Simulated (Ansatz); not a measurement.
Relaxation of FGeH5O3Si (11 atoms, charge 0, multiplicity 1), to a largest force component of 0.015 eV/Å in at most 40 steps.

All numbers below come from Ansatz 0.2.0, RKS PBE0-D4/def2-SVP.

```xyz
11
Properties=species:S:1:pos:R:3
O 0.867 -0.936 1.459
Ge -0.682 -0.414 0.589
O -2.081 -0.458 1.725
F -0.925 -1.527 -0.726
O -0.513 1.250 -0.067
Si 0.751 1.219 -1.214
H 1.345 -1.438 0.796
H -2.048 -1.385 2.034
H 1.971 0.775 -0.556
H 0.916 2.556 -1.783
H 0.418 0.260 -2.287
```

Question: Where does it end, and by what steps?

Answer: The run converged. After 35 steps the energy has fallen by 0.602 eV; H9 moved furthest, 1.55 Å. Parted: Ge2–Si6.

```
step  energy less start (eV)  largest force component (eV/Å)  accepted
   0                  0.0000                           2.143       yes
   2                 -0.4742                           0.824       yes
   4                 -0.5558                           0.237       yes
   6                 -0.5630                           0.078       yes
   8                 -0.5653                           0.132        no
  10                 -0.5688                           0.047       yes
  12                 -0.5712                           0.090       yes
  14                 -0.5747                           0.175       yes
  16                 -0.5799                           0.037       yes
  18                 -0.5809                           0.221        no
  20                 -0.5887                           0.061       yes
  22                 -0.5920                           0.108       yes
  24                 -0.5961                           0.426       yes
  26                 -0.5989                           0.077       yes
  28                 -0.6005                           0.143       yes
  30                 -0.6013                           0.081       yes
  32                 -0.6019                           0.042       yes
  34                 -0.6022                           0.016       yes
  35                 -0.6022                           0.007       yes
```

```xyz
11
Properties=species:S:1:pos:R:3
O 0.371 -1.306 2.165
Ge -0.362 -0.698 0.703
O -2.040 -0.355 1.006
F -0.207 -1.898 -0.536
O 0.425 0.716 0.082
Si 0.685 1.352 -1.444
H 1.292 -1.567 2.055
H -2.449 -0.992 1.603
H 1.840 0.666 -2.094
H 0.993 2.798 -1.272
H -0.529 1.187 -2.297
```

Time of the run: 2.9 min on 2 threads of Arm Neoverse V1, on a shared host, peak memory 0.36 GiB.
